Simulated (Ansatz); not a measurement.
`[OH][Al]([F])[CH2][SiH3]` and `[CH3][Al]([OH])[F]` differ in one atom or group.

Ansatz, PBE0-D4/def2-TZVP geometries, multiplicity 1. Each molecule was computed in one conformer, which needn't be the lowest.

```
                                        property  `[OH][Al]([F])[CH2][SiH3]`
           HOMO–LUMO gap (B3LYP/def2-TZVPP) / eV                        7.65
size of the dipole moment (B3LYP/def2-TZVPP) / D                        1.03
           HOMO energy (ωB97M-V/def2-TZVPP) / eV                      -10.87
  size of the dipole moment (PBE/def2-TZVPP) / D                        1.05
              HOMO energy (PBE0/def2-TZVPP) / eV                       -8.67
         HOMO–LUMO gap (ωB97M-V/def2-TZVPP) / eV                       11.90
```

Q: Give the same properties after the change, and the shifts. (Best estimate.)

A: Computed: 
| property | `[CH3][Al]([OH])[F]` | shift |
| --- | --- | --- |
| HOMO–LUMO gap (B3LYP/def2-TZVPP) / eV | 8.10 | 0.45 |
| size of the dipole moment (B3LYP/def2-TZVPP) / D | 0.65 | -0.38 |
| HOMO energy (ωB97M-V/def2-TZVPP) / eV | -11.23 | -0.36 |
| size of the dipole moment (PBE/def2-TZVPP) / D | 0.68 | -0.37 |
| HOMO energy (PBE0/def2-TZVPP) / eV | -8.93 | -0.26 |
| HOMO–LUMO gap (ωB97M-V/def2-TZVPP) / eV | 12.47 | 0.57 |

With PBE0 the HOMO falls by 0.26 eV and the LUMO rises by 0.25 eV, so the gap widens by about 0.51 eV. PBE moves the HOMO by -0.16 eV and ωB97M-V by -0.36 eV. Dipoles are sizes alone; their direction can turn.

B3LYP here is the variant with VWN-RPA as its local correlation; programs differ in this.
